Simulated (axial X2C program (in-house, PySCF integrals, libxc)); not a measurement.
# Worked dissociation energy of SbN⁺: CCSD, without spin–orbit coupling

Calculated with an in-house all-electron X2C program for linear molecules (integrals from PySCF). Spin-free means the one-electron spin-free X2C Hamiltonian. Basis: Sb dyall-cv3z [11s12p8d4f1g], N dyall-av3z [7s7p3d2f] (cores contracted in-house); Gaussian nuclei, density fitting, unrestricted open shells. Masses: Sb 120.904 u, N 14.003 u.

Molecular state: M_S = 1/2, Λ = 1 (beyond evenly filled blocks: π+α, π+β, π-α).

Correlated methods: 9 electrons correlated (number of frozen shells: Sb 4 s, 3 p, 2 d; N 1 s), 259 virtual spin orbitals or spinors in MP2, 90 natural virtuals in coupled cluster.

* E(Sb+) (2M_S = 2, M_L = 0): -6477.786368 hartree
* E(N) (2M_S = 3, M_L = 0): -54.549194 hartree
* E(SbN⁺) at Re: -6532.399902 hartree
* ωe: 685.5 cm⁻¹

(1) Work out De and D0.

Occupations by symmetry block were frozen at the best pattern of an incomplete PBE0 search. De is counted from the lowest determinant-based energies of the atoms at the same level, without counterpoise correction. CCSD ran in a truncated set of natural virtual spinors with an MP2 remainder; without triples it tends to underbind. PBE0 can misorder states that lie within some tenths of an eV, so this need not be the ground state of the molecule. The nearest other spin-free determinant of the search, M_S = 1/2, Λ = 0, lies 0.20 eV up at the distance of the search. The determinant is spin-polarised beyond a pure state at some levels (its spin-free form has ⟨S²⟩ too high), which makes Re and μ there less reliable. The T1 diagnostic is large, a sign of multireference character. With the outer-core shells frozen, correlated bond lengths of heavy atoms tend to come out a few hundredths of an ångström too long. Spin-free De lacks the spin–orbit lowering of the heavy p-block atom, a tenth of an eV or more for 4p and 5p, up to an eV for 6p and one to two eV for 7p atoms, less what an open-shell molecule gains itself.

Each atomic determinant is the lowest at this level and need not be a pure term. Totals compare only within one Hamiltonian and basis.

## Answers

(1) De = -6477.786368 + (-54.549194) − (-6532.399902) = 0.06434 hartree = 1.751 eV. The zero-point energy is ωe/2 = 343 cm⁻¹ = 0.042 eV, so D0 = 1.708 eV.
